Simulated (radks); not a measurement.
Results of a calculation; reference values are marked as such.
The mean radii <r> (bohr) of the occupied orbitals of an atom or ion are listed with their occupations. Code: a radial shooting solver on a logarithmic mesh with Libxc functionals. Model: Dirac Kohn-Sham, PBEsol, spin-unpolarised, spherical densities, finite nucleus; Fermi nuclear charge, rms radius of each element as measured or else 0.836 A^(1/3) + 0.57 fm.

orbital  occ.      <r>
1s1/2       2  0.01660
2s1/2       2  0.06928
2p1/2       2  0.05693
2p3/2       4  0.06560
3s1/2       2   0.1802
3p1/2       2   0.1705
3p3/2       4   0.1864
3d3/2       4   0.1621
3d5/2       6   0.1670
4s1/2       2   0.3993
4p1/2       2   0.4012
4p3/2       4   0.4355
4d3/2       4   0.4426
4d5/2       6   0.4537
5s1/2       2   0.9027
4f5/2       6   0.4793
4f7/2       8   0.4861
5p1/2       2   0.9720
5p3/2       4    1.069
5d3/2       4    1.411
5d5/2       6    1.464

Name the element and its charge. Open shells, if any, fill j = l - 1/2 first.

Answer. Z = 80, mercury, charge +2: Hg2+ in [Xe] 4f14 5d10. The 1s radius gives Z: for a bare nucleus <r> = (2 gamma + 1)/(2Z) with gamma = sqrt(1 - (Z/c)^2), 0.0164 bohr for Z = 80, and screening makes it slightly larger (0.01660 here). The occupations add up to 78, and the charge is Z minus that.
